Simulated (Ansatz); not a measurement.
Relaxed structures of CH3BSe, closed shell (PBE0-D4/def2-TZVP; forces vanish, vibrations not checked; lower isomers may exist, and structures with a doubtful reference or unclear bonds are left out; Å). Program: Ansatz 0.2.0. Basis: def2-TZVPP. Cores are frozen in the correlated methods. Filled d shells of the heavier atoms are correlated. The def2 sets are not built for correlating such inner shells, so the correlated values are less sure here.

Question: Rank them by CCSD(T) energy, lowest first, and give each one's height above the lowest. Links in brackets join atoms within 1.22 times the sum of their covalent radii (1.1 for two metals). (An estimate is asked for; the value comes from the calculation.)
A.
CH₃BSe ([BH]1[CH][SeH]1)
```
6
angstrom
B -0.9665 0.1691 -0.0872
C 0.2127 0.4039 -0.7513
Se 0.6597 -1.1263 0.3684
H -2.0686 0.1778 0.3256
H 0.9196 0.8442 -1.4279
H 1.2430 -0.4687 1.5723
```
B.
CH₃BSe ([BH][CH][SeH])
```
6
angstrom
B -1.0638 0.3989 -0.1252
C 0.2214 0.1926 -0.5735
Se 1.6083 -0.7073 0.3807
H -2.1560 0.5681 0.2709
H 0.5684 0.5386 -1.5416
H 0.8217 -0.9910 1.5887
```
C.
CH₃BSe ([BH]1[CH2][Se]1)
```
6
angstrom
B -0.6840 0.2355 0.2099
C 0.3412 -0.0642 -0.8787
Se 0.9990 0.0409 1.0288
H -1.8143 0.4594 0.4752
H 0.7386 0.7231 -1.5125
H 0.4337 -1.0569 -1.3094
```

Answer: The calculation gives: C (0.0 kJ/mol), A (129.2 kJ/mol), B (180.6 kJ/mol). Heights count from the lowest.

No T1 diagnostic of these runs exceeds 0.016.

For scale, one of the runs: CCSD(T)/def2-TZVPP, 152 basis functions, launched by `ansatz run in.yaml --threads 2 --pin off --events-out ev --progress --plain --max-ram 4352MiB`. Time: 28 s of wall clock on 2 CPU threads of an Arm Neoverse V2; the host was shared. Peak host memory: 1 GiB.
